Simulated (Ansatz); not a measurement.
Basis-set extrapolation for C₈H₈O₂ (`Cc1ccc(C(=O)O)cc1`) (PBE0-D4/def2-TZVP geometry, frozen core, the Gaussian-basis code of Ansatz). Multiplicity 1, RHF reference.

|  | def2-TZVPP | def2-QZVPP |
| --- | --- | --- |
| HF | -457.540755 | -457.560070 |
| MP2 correlation | -1.728210 | -1.846185 |
| CCSD(T) correlation | -1.842727 | not run |

Energies in hartree. Use E(X) = E(∞) + A·exp(−7.88·√X) for Hartree–Fock and E(X) = E(∞) + B·X^(−2.97) for correlation, with X = 3 and 4, and add CCSD(T) minus MP2 of the smaller set to the MP2 limit.

Q: What is the CCSD(T) energy at the basis-set limit?

A: HF limit: -457.560070 + (-0.019315) × 0.13774 = -457.56273. MP2 limit: -1.846185 + (-0.117975) × 0.74074 = -1.93357. Higher-order term: -1.842727 − (-1.728210) = -0.11452. Total: -459.61082 hartree, 142.7 kcal/mol below CCSD(T)/def2-TZVPP.
